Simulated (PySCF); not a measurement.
**An isoelectronic set: 130 electrons**

PBE0 in PySCF with def2-SVP on every atom (core potentials on Cd, Sn, Sb, Hg, Pb, Bi), for the lowest determinant that a PBE0 search found; no spin–orbit coupling. All have 130 electrons, 6 of them in the valence shells, and the same state, a triplet (π ↑↑). For ions De leads to the atom and ion picked by measured ionisation energies and electron affinities.

| species | difference of nuclear charges | Re (Å) | ωe (cm⁻¹) | k (mdyn/Å) | De (eV) | dissociates to | Mayer bond order |
| --- | --- | --- | --- | --- | --- | --- | --- |
| SnHg | 30 | 2.894 | 93.8 | 0.390 | 0.40 | Sn + Hg | 0.72 |
| CdPb | 34 | 2.905 | 103 | 0.456 | 0.55 | Cd + Pb | 0.93 |
| HgSb⁺ | 29 | 2.787 | 132 | 0.779 | 1.66 | Hg + Sb⁺ | 0.92 |
| CdBi⁺ | 35 | 2.867 | 127 | 0.704 | n/a | Cd + Bi⁺ | 1.00 |

**Question.** Which member of the whole set has the stiffest bond, and how does it compare with the softest?

**Answer.** HgSb⁺ with k = 0.779 mdyn/Å, 2.0 times that of SnHg.

Weak bonds: SnHg. Basis-set superposition, not corrected here, can be much of De in a small basis, most of all at correlated wavefunction levels. Spin–orbit coupling is left out, which matters for elements this heavy, above all for dissociation energies. For an ion De counts to the pair picked by the measured ionisation energies or electron affinities, which need not be the lowest pair at this level. States were picked by a PBE0 search and need not be the measured ground states.
